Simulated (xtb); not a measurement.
C₆H₁₅Sb, charge +1, doublet, geometry from GFN2-xTB (a state made from the parent by changing its charge; the spin is typed, not shown lowest). Base run: GFN2-xTB run with xtb.

Input for xtb:
```
$ xtb mol.xyz --gfn 2 --chrg 1 --uhf 1 --json

# file mol.xyz
22

Sb     0.08394656    -0.14793732     0.64814379
C      1.59514398     1.22062068    -0.26205425
C      1.09436090     1.81229503    -1.55627652
H      2.47857380     0.60013490    -0.40269509
H      1.81305105     1.99087086     0.47439410
H      0.22690550     2.45071787    -1.40370388
H      0.85216715     1.04849737    -2.29211831
H      1.88644369     2.43503123    -1.97387433
C     -1.87830798     0.39127142    -0.26507210
C     -2.49521305     1.63267689     0.33080458
H     -2.51413874    -0.48137920    -0.12857834
H     -1.64575793     0.51859281    -1.32109601
H     -1.84265155     2.49887781     0.23489832
H     -2.74097189     1.49145575     1.38166958
H     -3.42233329     1.85503924    -0.19737196
C      0.54686613    -2.16401247    -0.17812489
C      0.68175491    -2.09857793    -1.68005361
H     -0.27137656    -2.81115398     0.13166794
H      1.46765724    -2.49353515     0.29910024
H      1.50649204    -1.45949594    -1.98822787
H     -0.23555524    -1.76068281    -2.15778284
H      0.89259130    -3.10380955    -2.04695423
```

Each row names what was changed in the base input (with any setting that the change needs).

| change | ΔE vs base (kcal/mol) | G_solv (kcal/mol) | SCF cycles |
|---|---|---|---|
| base | 0.000 | - | 14 |
| alpb = hexane | -29.46 | -29.58 | 13 |
| alpb = ether | -42.16 | -42.38 | 14 |
| acc = 1000 | 0.010 | - | 6 |
| alpb = water | -45.00 | -45.20 | 14 |
| acc = 30 | 0.000 | - | 9 |

ALPB and GBSA are two models with their own fitted parameters for each solvent, which aren't always the measured dielectric constant.
